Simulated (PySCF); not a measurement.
A structure optimised at PBE-D3(BJ)/def2-SVP, used in a PySCF frequency run:

```xyz
6

B      0.6453    -0.0026     0.0000
F      1.9835     0.0101     0.0000
Se    -0.3366    -1.6955     0.0000
H      0.9007    -2.5179     0.0000
Se    -0.2621     1.7336     0.0000
H     -1.6238     1.1432     0.0000
```
Charge 0, spin multiplicity 1.

Write its SMILES, formula and point group.

FB([SeH])[SeH], BFH₂Se₂, Cs

What are its rotational constants (standard atomic weights)?

5.2127, 1.0705, 0.88809 GHz
